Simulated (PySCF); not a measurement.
ClH₆NSi₂, SMILES N[SiH2][SiH2]Cl. Atoms are numbered in the order given.

```xyz
10

Si     0.8467     0.3875    -0.8079
Cl     1.5602     0.1077     1.1553
Si    -1.3142    -0.5483    -0.7178
N     -2.1515     0.0207     0.6979
H      0.8368     1.8574    -1.0677
H      1.8199    -0.2469    -1.7440
H     -2.1220    -0.1722    -1.9144
H     -1.1532    -2.0309    -0.6635
H     -2.6402     0.9097     0.6362
H     -1.6593    -0.0413     1.5866
```
Charge 0, spin multiplicity 1.

Coordinates come from a B3LYP-D3(BJ)/def2-SVP optimisation. This is a generated structure with no PubChem entry under its InChIKey; it may be hypothetical. The values are those of a single conformer.

All values below come from PBE/pcSseg-1 run with PySCF.

GIAO shieldings, no solvent; atoms listed in one row are averaged. δ = σ(ref) − σ: ²⁹Si against TMS (σ = 335.4 ppm); ³⁵Cl against HCl (σ = 936.5 ppm); ¹⁵N against NH3 (σ = 267.0 ppm); ¹H against TMS (σ = 31.49 ppm), references at their B3LYP-D3(BJ)/def2-TZVP geometries, non-relativistic (without spin–orbit terms, shifts of atoms bonded to Cl or Br come out too high).

Computed chemical shifts:
```csv
nucleus,atoms,count,δ (ppm)
²⁹Si,Si1,1,-20.5
²⁹Si,Si3,1,-50.8
³⁵Cl,Cl2,1,-108.2
¹⁵N,N4,1,-3.2
¹H,H6,1,5.55
¹H,H5,1,5.44
¹H,"H7, H8",2,5.33
¹H,H10,1,0.43
¹H,H9,1,-0.24
```
